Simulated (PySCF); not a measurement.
# Electron correlation in Ag⁺ (silver, charge +1)

[Kr] 4d10, closed-shell 1S. Computed with PySCF 2.14 in cc-pVDZ-PP with ECP28MDF, with scalar relativity through the core potential. Frozen: 4s2 4p6; 10 electrons correlated.

Total MP2 correlation energy: -263.26 mhartree.

Same-spin part -96.84 and opposite-spin part -166.42 mhartree; SCS-MP2 scales them by 1/3 and 6/5 to -231.99 mhartree.

```json
{"level": "CCSD", "correlation energy (mhartree)": "-252.25"}
{"level": "(T)", "correlation energy (mhartree)": "-3.12"}
{"level": "CCSD(T)", "correlation energy (mhartree)": "-255.37"}
```

Diagnostics: T1 = 0.0018, D1 = 0.0025, largest double amplitude 0.022.

Is a single reference adequate?

Yes, within this model without spin-orbit coupling: T1 lies below 0.03 and no double amplitude reaches 0.07.
